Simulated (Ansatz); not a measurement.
Computed with Ansatz on PBE0-D4/def2-TZVP structures; ΔE is electronic, products minus reactants. CCSD(T)/CBS adds triple-zeta CCSD(T) − MP2 to the extrapolated MP2 energy (def2 sets, frozen cores). This one scheme is used for every species. Functionals use def2-TZVPP. B3LYP here is the variant with VWN-RPA as its local correlation; programs differ in this. For Ge outer-core shells are correlated without core-valence functions, which leaves a few kJ/mol of doubt a bond. Scalar relativity is left out up to krypton. One conformer a species, not always the lowest.

Consider the formal hydrolysis of the Si–Ge bond: `ClB1C[SiH]1[GeH3]` + H₂O → `O[SiH]1CB1Cl` + GeH₄.

```tsv
level	ΔE (kJ/mol)	difference from CCSD(T)/CBS
PBE-D4	-49.6	8.2
r2SCAN-D4	-62.1	-4.3
PBE0-D4	-51.3	6.5
B3LYP-D4	-64.1	-6.3
ωB97M-V	-68.9	-11.1
PBE	-53.1	4.7
r2SCAN	-63.2	-5.4
PBE0	-54.7	3.1
MP2/def2-TZVPP	-64.4	-6.6
SCS-MP2/def2-TZVPP	-69.1	-11.3
CCSD/def2-TZVPP	-63.1	-5.3
CCSD(T)/def2-TZVPP	-61.1	-3.3
HF/def2-QZVPP	-81.9	-24.1
HF/CBS(def2)	-82.2	-24.4
MP2/CBS(def2)	-61.1	-3.3
CCSD/CBS(def2)	-59.8	-2.0
CCSD(T)/CBS	-57.8	0
```

Largest T1 diagnostic among the species: 0.013.

In def2-TZVPP, CCSD(T) changes the Hartree–Fock value by +19.1 kJ/mol (the triples alone add +2.0 kJ/mol) and MP2 by +15.7 kJ/mol. The D4 term adds +5.7 kJ/mol with B3LYP and +3.4 kJ/mol with PBE0; it sums over pairs of atoms, weighted by their polarisabilities, and B3LYP, whose exchange is more repulsive, gets the larger term.
